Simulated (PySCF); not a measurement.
Species: C6H11PS2.
Z-matrix (Å and degrees, PBE0-D3(BJ)/def2-SVP geometry), rows numbered from 1:
```
C 
C   1  1.3329
P   2  1.8087  1  120.93
S   3  1.9545  2  115.63  1     0.69
C   3  1.8352  2  105.23  1  -125.35
C   5  1.5227  3  110.75  2  -168.37
S   6  1.8164  5  113.55  3    66.92
C   7  1.8164  6   99.87  5   -61.89
C   8  1.5228  7  113.53  6    61.86
H   1  1.0967  2  119.70  3    -0.01
H   1  1.0944  2  121.73  3   180.00
H   2  1.0970  1  121.91  3   179.80
H   5  1.1026  3  109.28  2   -45.89
H   5  1.1022  3  105.96  2    71.28
H   6  1.1006  5  110.52  3  -175.36
H   6  1.1024  5  109.94  3   -56.52
H   8  1.1023  7  109.79  6   -61.64
H   8  1.1004  7  105.06  6  -177.26
H   9  1.1028  3  109.21  2    46.08
H   9  1.1022  3  105.98  2   -71.09
```

Level: PBE0/pcSseg-1 in PySCF, non-relativistic, on one gas-phase PBE0-D3(BJ)/def2-SVP geometry that isn't relaxed in the solvent. The solvent is an IEF-PCM continuum (cavity from Bondi-type radii × 1.2). The model holds no explicit solvent molecules, cavitation or dispersion.

Gas phase at PBE0/pcSseg-1: HOMO -6.49 eV, LUMO -0.98 eV, dipole 3.71 D.

Task: What does the continuum do to the energy, the frontier levels and the dipole at PBE0/pcSseg-1 in methanol?

Result: 
```json
{"solvent": "methanol", "ε": "32.61", "E(solvent) − E(gas) (kcal/mol)": "-9.28", "polarisation term (kcal/mol)": "-11.62", "distortion of the solute (kcal/mol)": "2.34", "HOMO (eV)": "-6.67", "LUMO (eV)": "-0.75", "dipole (D)": "5.53"}
```

Polarisation term: ½ Σ q·V over the induced surface charges. Distortion: the rise of the solute's own energy as its density leaves the gas-phase optimum.

Task: Which radius a makes the point-dipole formula ΔE = −[(ε − 1)/(2ε + 1)]·μ²/a³ give the value in methanol, with the gas-phase dipole?

Result: μ = 1.460 au and |ΔE| = 0.01479 Eh give a = 2.17 Å; the farthest nucleus lies 4.25 Å from the centroid of the nuclei, so such a sphere wouldn't even hold the nuclei. The formula assumes a rigid point dipole at the centre of a sphere.

Task: Which Hirshfeld charges (PBE0/pcSseg-1) respond most in methanol (means over atoms taken as equivalent)?

Result: 
| atoms | environment | gas (e) | solvent (e) | change |
| --- | --- | --- | --- | --- |
| S4 | sulfur bonded to P | -0.315 | -0.393 | -0.078 |
| S7 | sulfide sulfur | -0.009 | -0.035 | -0.026 |
| H12 | vinylic hydrogen | +0.052 | +0.069 | +0.017 |
| H13/H19 | methylene hydrogen | +0.041 | +0.055 | +0.014 |
| P3 | phosphorus bonded to 3 C and S | +0.344 | +0.355 | +0.011 |
| H11 | vinylic hydrogen | +0.061 | +0.069 | +0.008 |
| H15/H18 | methylene hydrogen | +0.052 | +0.060 | +0.008 |
| C2 | alkene CH carbon | -0.098 | -0.090 | +0.008 |
| H10 | vinylic hydrogen | +0.042 | +0.035 | -0.007 |
| C5/C9 | sp3 carbon bound to phosphorus | -0.115 | -0.108 | +0.007 |
| H14/H20 | methylene hydrogen | +0.051 | +0.057 | +0.006 |
| C1 | terminal =CH2 carbon | -0.061 | -0.065 | -0.004 |

Task: How do the nuclear quadrupole coupling constants eQVzz/h respond in methanol?

Result: 
```csv
nucleus,Q (barn),gas (MHz),solvent (MHz),η gas,η solvent
33S at S4,-0.06781,-36.97,-35.53,0.08,0.06
33S at S7,-0.06781,48.43,46.89,0.59,0.60
```
